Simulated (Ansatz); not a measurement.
`O=C([SiH3])CBr` + CH₃OH → `COC(=O)[SiH3]` + `CBr`  (substitution at a C–C bond)

Computed with Ansatz on PBE0-D4/def2-TZVP structures; ΔE is electronic, products minus reactants. CCSD(T)/CBS is the MP2 limit (def2-TZVPP, def2-QZVPP) plus CCSD(T) − MP2 in def2-TZVPP, frozen cores. This one scheme is used for every species. Functionals use def2-TZVPP. For Br outer-core shells are correlated without core-valence functions, which leaves a few kJ/mol of doubt a bond. Scalar relativity is left out up to krypton. Each species was taken in one conformer, which may not be the lowest.

`O=C([SiH3])CBr`:

Z-matrix (Å, degrees):
```
Si
C 1 1.938
H 1 1.483 2 105.8
H 1 1.485 2 111.2 3 120.0
H 1 1.482 2 108.7 3 -118.4
C 2 1.513 1 120.4 3 -142.3
O 2 1.206 1 119.7 3 38.4
Br 6 1.940 2 108.2 1 -52.5
H 6 1.088 2 111.1 1 -171.6
H 6 1.091 2 111.1 1 63.9
```

CH₃OH:

```xyz
6

C     0.261    0.006    0.242
O    -0.554    0.493   -0.799
H     0.983    0.789    0.476
H     0.817   -0.894   -0.048
H    -0.310   -0.213    1.153
H    -1.197   -0.182   -1.024
```

`COC(=O)[SiH3]`:

Cartesian coordinates in Å:
```
C 1.332 -0.432 1.477
O 0.489 0.352 0.629
C -0.196 -0.333 -0.296
O -0.125 -1.527 -0.428
Si -1.319 0.765 -1.402
H 0.742 -1.165 2.028
H 1.803 0.271 2.159
H 2.083 -0.958 0.887
H -1.172 2.203 -1.073
H -0.925 0.506 -2.807
H -2.714 0.318 -1.174
```

`CBr`:

Cartesian coordinates in Å:
```
C 0.025 -0.176 -0.052
Br -0.239 1.660 0.489
H 0.185 -0.190 -1.126
H -0.867 -0.735 0.214
H 0.895 -0.559 0.475
```

| level | ΔE (kJ/mol) |
| --- | --- |
| r2SCAN | -80.4 |
| r2SCANh | -79.1 |

(1) What does CCSD(T)/CBS give? (Estimate.)

Largest T1 diagnostic among the species: 0.016.

Answers

(1) Computed: -63.6 kJ/mol. The listed levels differ from it by -16.8, -15.5 kJ/mol.

At CCSD(T), def2-SVP lies −14.9 kJ/mol from the extrapolated value and def2-TZVPP −5.0 kJ/mol. From BLYP to BHLYP (50 % exact exchange), in def2-TZVPP and without D4, ΔE moves by +3.2 kJ/mol.

CCSD(T)/CBS has its own doubt, a few kJ/mol and more with outer-core shells, so smaller differences from it don't rank the levels.
